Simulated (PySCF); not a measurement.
A calculated (wB97X-V, PySCF 2.14, def2-QZVPPD, no relativity, point nucleus) atom or ion has these occupied shells.

| shell | electrons | orbital energy (eV) | rms radius, mean of both spins (bohr) |
| --- | --- | --- | --- |
| 1s α | 1 | -11595.5 | 0.0537 |
| 1s β | 1 | -11595.5 | 0.0537 |
| 2s β | 1 | -1477.7 | 0.224 |
| 2s α | 1 | -1477.7 | 0.224 |
| 2p α | 3 | -1322.1 | 0.198 |
| 2p β | 3 | -1322.0 | 0.198 |
| 3s α | 1 | -205.05 | 0.653 |
| 3s β | 1 | -205.02 | 0.653 |
| 3p α | 3 | -152.25 | 0.673 |
| 3p β | 3 | -152.11 | 0.673 |
| 3d α | 5 | -59.505 | 0.752 |
| 3d β | 5 | -59.368 | 0.752 |
| 4s β | 1 | -26.407 | 2.03 |
| 4p α | 3 | -17.717 | 2.45 |

Name the element and its charge.

As⁺ (arsenic, charge +1), in [Ar] 3d10 4s1 4p3, 4s spin antiparallel (an excited configuration).
